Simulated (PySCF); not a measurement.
Isomers of C7H8. Level of theory: PBE0-D3(BJ)/def2-SVP geometry optimisation, gas phase in PySCF. One conformer each; no zero-point energy, no entropy. No frequencies were run at this level. Point groups hold within 0.08 Å.

**Question.** Rank from lowest to highest electronic energy at this level (kcal/mol).
A. `CC=C=C=C=CC`
B. `[CH:1]1=[CH:2][CH:3]=[CH:4][CH2:5][CH:6]=[CH:7]1` with C1–C2–C3–C4 -32°, C3–C4–C5–C6 68°, C4–C5–C6–C7 -68°, C2–C1–C7–C6 32°
C. `C[C@@]12C=C[C@H]3[C@@H]1[C@H]32`

**Answer.** B (0.0), C (34.5), A (51.6).

As drawn, the highest has cumulated double bonds, which the lowest lacks.

| SMILES | E (Eh) | E rel (kcal/mol) | dipole (D) | point group | A, B, C (MHz) |
| --- | --- | --- | --- | --- | --- |
| C1=CC=CCC=C1 | -270.99950 | 0.0 | 0.32 | Cs | 3705, 3692, 2036 |
| C[C@@]12C=C[C@H]3[C@@H]1[C@H]32 | -270.94448 | 34.5 | 0.92 | Cs | 5267, 3164, 2313 |
| CC=C=C=C=CC | -270.91725 | 51.6 | 0.35 | C2 | 14354, 813.2, 804.1 |
